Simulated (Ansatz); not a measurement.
Geometry optimisation, Ansatz 0.2.0, RKS B3LYP/6-31G*.

Input file:

```yaml
crystal:
  periodic: [false, false, false]
  atoms:
    - { symbol: Si, position_ang: [0.0, 0.0, 0.0] }
    - { symbol: Si, position_ang: [0.0, 0.0, 2.57] }
    - { symbol: H, position_ang: [-1.3148, -0.4067, 3.0574] }
    - { symbol: H, position_ang: [1.0096, -0.9353, 3.0574] }
    - { symbol: H, position_ang: [0.3052, 1.342, 3.0574] }
    - { symbol: Cl, position_ang: [2.0086, 0.0, -0.7093] }
    - { symbol: Cl, position_ang: [-1.0032, 1.7381, -0.7093] }
    - { symbol: Cl, position_ang: [-1.0032, -1.7381, -0.7093] }
    - { symbol: F, position_ang: [0.7033, -1.65, 0.596] }
    - { symbol: H, position_ang: [0.5424, -1.2726, 1.7088] }
basis:
  gaussian: { orbitals: "6-31G*" }
hamiltonian:
  xc: b3lyp
relax:
  f_tol: 0.15
  max_steps: 25
  restrain:
    - { distance: [0, 8], at: 1.59, k: 30.0 }
    - { distance: [9, 1], at: 1.46, k: 30.0 }
    - { distance: [0, 1], at: 3.42, k: 30.0 }
    - { distance: [9, 8], at: 2.12, k: 30.0 }
```

Run as:

```bash
$ ansatz run input.yaml --threads 4 --pin off --max-ram 5120MiB --backend cpu --events-out ev --progress --plain --runs-dir out
```

**Question.** Where does it end, and by what steps?

**Answer.** The run converged. The restraints hold the end off the free minimum; the threshold counts their pulls, which the force column leaves out. Restrained pairs: Si1–F9 (1.89 → 1.60 Å), Si2–H10 (1.63 → 1.44 Å), Si1–Si2 (2.57 → 3.48 Å), F9–H10 (1.19 → 2.10 Å). After 10 steps the energy has fallen by 4.570 eV (the restraints' own energy left out); Cl7 moved furthest, 1.12 Å.

```json
{"step": "0", "energy less start (eV)": "0.0000", "largest force component (eV/Å)": "5.788", "accepted": "yes"}
{"step": "1", "energy less start (eV)": "0.7434", "largest force component (eV/Å)": "3.926", "accepted": "yes"}
{"step": "2", "energy less start (eV)": "0.7852", "largest force component (eV/Å)": "3.753", "accepted": "yes"}
{"step": "3", "energy less start (eV)": "-0.8812", "largest force component (eV/Å)": "2.931", "accepted": "yes"}
{"step": "4", "energy less start (eV)": "-2.3193", "largest force component (eV/Å)": "2.100", "accepted": "yes"}
{"step": "5", "energy less start (eV)": "-3.2770", "largest force component (eV/Å)": "1.256", "accepted": "yes"}
{"step": "6", "energy less start (eV)": "-3.8286", "largest force component (eV/Å)": "0.932", "accepted": "yes"}
{"step": "7", "energy less start (eV)": "-4.0512", "largest force component (eV/Å)": "1.760", "accepted": "yes"}
{"step": "8", "energy less start (eV)": "-4.3410", "largest force component (eV/Å)": "1.543", "accepted": "yes"}
{"step": "9", "energy less start (eV)": "-4.4886", "largest force component (eV/Å)": "1.722", "accepted": "yes"}
{"step": "10", "energy less start (eV)": "-4.5705", "largest force component (eV/Å)": "1.960", "accepted": "yes"}
```

```xyz
10
Properties=species:S:1:pos:R:3
Si 0.222 -0.588 -0.422
Si 0.061 -0.042 3.013
H -1.373 -0.193 3.368
H 0.895 -0.799 3.984
H 0.459 1.384 3.006
Cl 1.837 0.279 -1.358
Cl -0.899 1.063 0.179
Cl -1.105 -1.477 -1.741
F 0.900 -1.911 0.177
H 0.253 -0.640 1.713
```

Time of the run: 34 s on 4 threads of Arm Neoverse V1 (shared host), peak memory 0.33 GiB.
